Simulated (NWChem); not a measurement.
Molecule: TaI$_{5}$; SMILES [I][Ta]([I])([I])([I])[I]

Computed with NWChem. Medium grid unless said otherwise, to which SCAN and Minnesota functionals are sensitive. Structure relaxed at the PBE0/def2-SVP level. Not confirmed as a minimum by frequencies. def2 effective core potentials on I, Ta; no spin-orbit coupling. B3LYP is NWChem's, with the RPA form of VWN correlation.

Order these by “highest occupied level (eV)”, lowest first: MN15-L/def2-SVP; B3LYP/def2-SVP; RPBE/def2-SVP; PBE0/def2-SVP; M05-2X/def2-SVP.

M05-2X/def2-SVP (-8.75), PBE0/def2-SVP (-7.31), B3LYP/def2-SVP (-7.01), MN15-L/def2-SVP (-6.44), RPBE/def2-SVP (-6.16)
